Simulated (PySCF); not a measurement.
C3H7O3, charge +1, singlet, at a GFN2-xTB geometry; MN15/STO-3G (PySCF).

PySCF was given this input:
```python
from pyscf import gto, scf, dft

mol = gto.Mole()
mol.atom = '''
    C     2.43694489    0.24599991   -0.30426020
    O     1.06787947   -0.08317539   -0.64892013
    C     0.16072946    0.05039659    0.22502077
    O     0.02269955    0.43192784    1.31309479
    O    -1.12461938   -0.52962628   -0.47798922
    C    -2.39987934   -0.12212054    0.07904401
    H     2.48704734    0.74439182    0.66264644
    H     3.00498991   -0.68377977   -0.28605786
    H     2.81161543    0.89415888   -1.09506298
    H    -1.09425565   -0.43677101   -1.45286690
    H    -2.29199082   -0.10407468    1.16376236
    H    -2.69757343    0.86286503   -0.27868014
    H    -3.13428009   -0.87545531   -0.20205209
'''
mol.basis = 'sto-3g'
mol.charge = 1
mol.verbose = 4
mol.build()

mf = dft.RKS(mol)
mf.xc = 'mn15'
mf.kernel()
```

It wrote (shortened):

```
PySCF version 2.14.0

[INPUT] verbose = 4
[INPUT] num. atoms = 13
[INPUT] num. electrons = 48
[INPUT] charge = 1
[INPUT] spin (= nelec alpha-beta = 2S) = 0
[INPUT] symmetry False subgroup None
[INPUT] Mole.unit = angstrom
[INPUT] Symbol           X                Y                Z      unit          X                Y                Z       unit  Magmom
[...]
nuclear repulsion = 258.373462634689
number of shells = 25
number of NR pGTOs = 111
number of NR cGTOs = 37
basis = sto-3g
ecp = {}

******** <class 'pyscf.dft.rks.RKS'> ********
method = RKS
initial guess = minao
damping factor = 0
level_shift factor = 0
DIIS = <class 'pyscf.scf.diis.CDIIS'>
diis_start_cycle = 1
diis_space = 8
diis_damp = 0
SCF conv_tol = 1e-09
SCF conv_tol_grad = None
SCF max_cycles = 50
direct_scf = True
direct_scf_tol = 1e-13
XC library pyscf.dft.libxc version 7.1.2
    S. Lehtola, C. Steigemann, M. J. T. Oliveira, and M. A. L. Marques,  SoftwareX 7, 1–5 (2018)
XC functionals = mn15
    H. S. Yu, X. He, S. L. Li, and D. G. Truhlar,  Chem. Sci. 7, 5032–5051 (2016)
    H. S. Yu, X. He, S. L. Li, and D. G. Truhlar,  Chem. Sci. 7, 5032–5051 (2016)
radial grids:
    Treutler-Ahlrichs [JCP 102, 346 (1995); DOI:10.1063/1.469408] (M4) radial grids

becke partition: Becke, JCP 88, 2547 (1988); DOI:10.1063/1.454033
pruning grids: <function nwchem_prune>
grids dens level: 3
symmetrized grids: False
atomic radii adjust function: <function treutler_atomic_radii_adjust>
small_rho_cutoff = 0
Set gradient conv threshold to 3.16228e-05
Initial guess from minao.
tot grids = 153256
init E= -338.995776535119
[...]
cycle= 1 E= -337.418199400238  delta_E= 1.58  |g|= 0.843  |ddm|= 4.52
[...]
cycle= 2 E= -337.022144080426  delta_E= 0.396  |g|= 1.61  |ddm|= 2.53
[...]
cycle= 3 E= -337.616417580286  delta_E= -0.594  |g|= 0.325  |ddm|= 1.81
[...]
cycle= 4 E= -337.644144753126  delta_E= -0.0277  |g|= 0.0652  |ddm|= 0.428
[...]
cycle= 5 E= -337.645220613336  delta_E= -0.00108  |g|= 0.0185  |ddm|= 0.084
[...]
cycle= 6 E= -337.645320964531  delta_E= -0.0001  |g|= 0.00203  |ddm|= 0.0259
[...]
cycle= 7 E= -337.645322795075  delta_E= -1.83e-06  |g|= 0.000361  |ddm|= 0.00422
[...]
cycle= 8 E= -337.645322864036  delta_E= -6.9e-08  |g|= 0.000137  |ddm|= 0.000855
[...]
cycle= 9 E= -337.645322872988  delta_E= -8.95e-09  |g|= 3.38e-05  |ddm|= 0.000311
[...]
cycle= 10 E= -337.645322873463  delta_E= -4.75e-10  |g|= 3.57e-06  |ddm|= 7.02e-05
[...]
Extra cycle  E= -337.645322873469  delta_E= -6.03e-12  |g|= 2.25e-06  |ddm|= 9.44e-06
converged SCF energy = -337.645322873469
```
